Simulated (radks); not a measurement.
The numbers below are computed, except where a source is named.
The praseodymium ion Pr7+ is in [Kr] 4d10 5s2 5p4. Code: a radial shooting solver on a logarithmic mesh with Libxc functionals. Model: scalar-relativistic Kohn-Sham, PBEsol, spin-polarised, spherical densities, finite nucleus; Fermi nuclear charge, rms radius of each element as measured or else 0.836 A^(1/3) + 0.57 fm. Open shells are filled with parallel spins first. One electron is removed from 5s, 4p, 4d, 5p in turn, with full relaxation. Which removal costs least, and what does each cost?

Answer. 5p 111.21 eV; 5s 133.94 eV; 4d 230.47 eV; 4p 337.38 eV. The 5p electron leaves first.
